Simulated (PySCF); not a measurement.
Simulated C 1s region for `CCC[C@@H]1BCCC1`, binding energy against the vacuum level.

Every computed line was given a Gaussian of 0.5 eV full width at half maximum and an area set by the number of equivalent atoms; the highest printed point is 100. The calculation used PySCF 2.14.0, delta-SCF UKS SCAN, pcX-2 on the ionised atom, pcseg-1 elsewhere, spin-free X2C.

```tsv
binding energy (eV)	intensity
289.0	0
289.1	0
289.2	1
289.3	3
289.4	8
289.5	16
289.6	28
289.7	40
289.8	51
289.9	61
290.0	73
290.1	88
290.2	100
290.3	100
290.4	85
290.5	61
290.6	36
290.7	18
290.8	7
290.9	2
291.0	1
291.1	0
```

Q: Count the maxima, the lines and the sites behind this envelope.

A: The curve has 1 maximum (at 290.2 eV). Under it lie 7 lines from 7 inequivalent carbon sites. At this width some lines have no maximum of their own.

Q: Decompose the envelope and assign each component. Numbering: `[CH3:1][CH2:2][CH2:3][C@@H:4]1[BH:5][CH2:6][CH2:7][CH2:8]1`.

A: 
```
position (eV)  relative area  line  atoms                environment
       289.74              1  C 1s     C4  sp3 carbon bound to boron
       289.86              1  C 1s     C6  sp3 carbon bound to boron
       290.17              1  C 1s     C8            ring CH2 carbon
       290.23              1  C 1s     C3           chain CH2 carbon
       290.29              1  C 1s     C2           chain CH2 carbon
       290.29              1  C 1s     C7            ring CH2 carbon
       290.42              1  C 1s     C1              methyl carbon
```

Q: What are the centre and the root-mean-square width of the whole band?

A: The area-weighted mean of the lines is 290.14 eV. Their own spread about it is 0.23 eV (rms) and each Gaussian has σ = 0.5/2.355 = 0.21 eV; the variances add, which gives 0.31 eV.

Lowest listed C 1s: C4, bonded to 2 C, H and B. Highest, 0.68 eV above it: C1, bonded to C and 3 H. Summing the Pauling electronegativity differences to the bonded atoms, each weighted by its formal bond order, gives -0.86 for the lowest site and -1.05 for the highest; the largest sum, -0.70, belongs to C7, 0.13 eV below the top. The smallest sum, -1.21, belongs to C6, 0.12 eV above the lowest. The values 290.29 and 290.29 eV lie too close for their order to be trusted.

No satellites, vibrations or lifetime broadening are included. One conformer (not necessarily the lowest) at the PBE0-D3(BJ)/def2-SVP geometry, without solvent, vibrations or thermal averaging.
